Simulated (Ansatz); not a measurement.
Isolated molecules relaxed with PBE0-D4/def2-TZVP in Ansatz; ΔE leaves out vibrations. CCSD(T)/CBS adds triple-zeta CCSD(T) − MP2 to the extrapolated MP2 energy (def2 sets, frozen cores). This one scheme is used for every species. Elements past krypton have def2 core potentials. For In outer-core shells are correlated without core-valence functions, which leaves a few kJ/mol of doubt a bond.

Consider the hydrogenolysis of the In–C bond: `[CH3][In]([F])[Cl]` + H₂ → `[F][InH][Cl]` + CH₄.

```tsv
level	ΔE (kJ/mol)
SCS-MP2/def2-TZVPP	-29.3
MP2/def2-QZVPP	-21.1
```

Task: What does CCSD(T)/CBS give? (Estimate.)

Result: Ansatz gave: -28.7 kJ/mol. The listed levels differ from it by -0.6, 7.6 kJ/mol.

Largest T1 diagnostic among the species: 0.015.

From r2SCAN to r2SCAN0 (25 % exact exchange), in def2-TZVPP and without D4, ΔE moves by −3.6 kJ/mol. At CCSD(T), def2-SVP lies −15.0 kJ/mol from the extrapolated value and def2-TZVPP −2.6 kJ/mol. In def2-TZVPP, CCSD(T) changes the Hartree–Fock value by +26.8 kJ/mol (the triples alone add +4.8 kJ/mol) and MP2 by +35.5 kJ/mol.
